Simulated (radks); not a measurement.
Task: Radial electron density D(r) = 4 pi r^2 rho(r) of an atom or ion with 12 electrons. All-electron calculation, scalar-relativistic Kohn-Sham, r2SCAN, spin-polarised, spherical densities, finite nucleus; meta-GGA in the generalised Kohn-Sham scheme; Fermi nuclear charge, rms radius of each element as measured or else 0.836 A^(1/3) + 0.57 fm. Program: a radial shooting solver on a logarithmic mesh with Libxc functionals.

```
   r/bohr * D(r) (the largest magnitude, 104, reaches the edge; | marks zero)
 0.001585 |    *
 0.001773 |      *
 0.001967 |       *
   0.0022 |        *
 0.002442 |         *
 0.002731 |           *
  0.00303 |             *
 0.003389 |               *
 0.003761 |                 *
 0.004207 |                    *
 0.004668 |                       *
 0.005221 |                          *
 0.005793 |                             *
 0.006479 |                                *
  0.00719 |                                   *
 0.007978 |                                      *
 0.008923 |                                         *
 0.009901 |                                           *
  0.01107 |                                             *
  0.01229 |                                              *
  0.01374 |                                              *
  0.01525 |                                              *
  0.01706 |                                             *
  0.01893 |                                           *
  0.02117 |                                         *
  0.02349 |                                       *
  0.02628 |                                      *
  0.02916 |                                     *
  0.03261 |                                      *
  0.03618 |                                       *
  0.04047 |                                          *
  0.04491 |                                              *
  0.05023 |                                                  *
  0.05574 |                                                     *
  0.06234 |                                                      *
  0.06917 |                                                     *
  0.07676 |                                                 *
  0.08585 |                                           *
  0.09526 |                                   *
   0.1066 |                           *
   0.1182 |                    *
   0.1322 |              *
   0.1467 |          *
   0.1641 |        *
   0.1821 |        *
   0.2037 |       *
    0.226 |     *
   0.2528 |    *
   0.2805 |  *
   0.3138 | *
   0.3482 |*
   0.3894 *
   0.4321 *
   0.4833 *
   0.5363 *
   0.5998 *
   0.6656 *
```

What is the nuclear charge?

Result: Z = 67. The innermost maximum, from 1s, lies near gamma/Z bohr with gamma = sqrt(1 - (Z/c)^2) = 0.872, here 0.013 bohr (found: 0.0137), and its height grows with Z. The density is that of the holmium ion Ho55+ in [Ne] 3s2; the configuration itself is not fixed sharply by these data, and Z only to a few units. D(r) has 2 maxima, at r = 0.0137, 0.0623 bohr, and minima at 0.0296 bohr, inside which lie 2.04 electrons.
